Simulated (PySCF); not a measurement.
Breaking a bond: GeSe, singlet.

- UHF/cc-pVDZ (PySCF)
- UKS-B3LYP/6-31G* = unrestricted B3LYP/6-31G*, spherical d (PySCF)
- UCCSD(T) = CCSD(T) on UHF/cc-pVDZ, 18 core orbitals frozen in PySCF 2.14.0

Energies relative to the lowest point of each curve near equilibrium, in kcal/mol:

```
R / Å   UHF  UKS-B3LYP/6-31G*
-----  ----  ----------------
1.73   90.6              96.8
1.81   50.9              56.8
2.00    6.0               9.3
2.22    2.5               0.4
2.46   17.8              14.8
3.18   53.0              75.4
3.90   59.9             103.1
4.32   61.1             119.4
5.72   62.5             127.2
6.36   62.7             128.1
7.43   62.8             128.5
8.56   62.8             128.7
```

**Question.** Estimate the UCCSD(T) values at these points.

**Answer.** 1.73: 100.1; 1.81: 58.7; 2.00: 9.6; 2.22: 0.3; 2.46: 16.0; 3.18: 79.4; 3.90: 102.8; 4.32: 105.0; 5.72: 106.9; 6.36: 107.1; 7.43: 107.2; 8.56: 107.2 (kcal/mol).

The unrestricted solution behind UHF, UCCSD(T) changes between 2.87 and 3.18 Å and between 3.18 and 3.54 Å, which can leave a kink. The unrestricted determinant behind UHF, UCCSD(T) is spin-contaminated at 2.29 to 8.56 Å (<S²> up to 2.0, against 0.00 for a pure singlet). The unrestricted solution behind UKS-B3LYP/6-31G* changes between 2.87 and 3.18 Å, which can leave a kink. The unrestricted determinant behind UKS-B3LYP/6-31G* is spin-contaminated at 2.87 to 8.56 Å (<S²> up to 1.9, against 0.00 for a pure singlet).
